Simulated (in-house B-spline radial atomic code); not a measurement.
Configurations of Ge IX (Ge8+), with energies counted from [Ar] (3d3/2)4 (3d5/2)2. All numbers are computed (Dirac-Hartree-Fock, average of each configuration as written; Fermi nucleus of rms radius 4.0742 fm) with a B-spline radial code for spherical atoms, not measured. Energies include first-order Breit, QED and recoil terms.

Occupations are held fixed; configurations that lie above the ionisation limit could autoionise.

```json
{"configuration": "[Ne] 3s2 (3p1/2)2 (3p3/2)3 (3d3/2)3 (3d5/2)4", "E - E(ref) (eV)": "95.35", "highest orbital": "3d5/2", "its <r> (bohr)": "0.6101"}
{"configuration": "[Ar] (3d5/2)5 (5p1/2)1", "E - E(ref) (eV)": "147.43", "highest orbital": "5p1/2", "its <r> (bohr)": "2.705"}
{"configuration": "[Ar] (3d3/2)4 (3d5/2)1 7s1", "E - E(ref) (eV)": "178.92", "highest orbital": "7s1/2", "its <r> (bohr)": "5.826"}
{"configuration": "[Ar] (3d3/2)4 (3d5/2)1 (7p1/2)1", "E - E(ref) (eV)": "180.88", "highest orbital": "7p1/2", "its <r> (bohr)": "6.107"}
{"configuration": "[Ar] (3d5/2)5 (6f7/2)1", "E - E(ref) (eV)": "181.8", "highest orbital": "6f7/2", "its <r> (bohr)": "5.097"}
{"configuration": "[Ne] 3s2 (3p1/2)1 (3p3/2)4 (3d5/2)6 (5g9/2)1", "E - E(ref) (eV)": "259.19", "highest orbital": "5g9/2", "its <r> (bohr)": "3.045"}
{"configuration": "[Ne] 3s2 (3p1/2)1 (3p3/2)4 (3d3/2)2 (3d5/2)4 (5f7/2)1", "E - E(ref) (eV)": "264.03", "highest orbital": "5f7/2", "its <r> (bohr)": "3.313"}
```

**Question.** Order these further configurations by energy, lowest first.
A. [Ar] (3d3/2)4 (3d5/2)1 (6p1/2)1
B. [Ne] 3s2 (3p1/2)1 (3p3/2)4 (3d5/2)6 (6d5/2)1
C. [Ne] 3s2 (3p1/2)1 (3p3/2)4 (3d5/2)6 (5p3/2)1
D. [Ar] (3d3/2)1 (3d5/2)5
E. [Ar] (3d3/2)2 (3d5/2)3 4s1

**Answer.** D (2.3286 eV), E (79.275 eV), A (168 eV), C (237.49 eV), B (266.55 eV).

**Question.** How far above the reference does [Ne] 3s2 (3p1/2)1 (3p3/2)4 (3d3/2)3 (3d5/2)3 5s1 lie?

**Answer.** 239.01 eV; its least bound orbital is 5s1/2 with <r> = 2.549 bohr.

**Question.** How far above the reference does [Ar] (3d3/2)3 (3d5/2)3 lie?

**Answer.** 1.4813 eV; its least bound orbital is 3d5/2 with <r> = 0.6084 bohr.
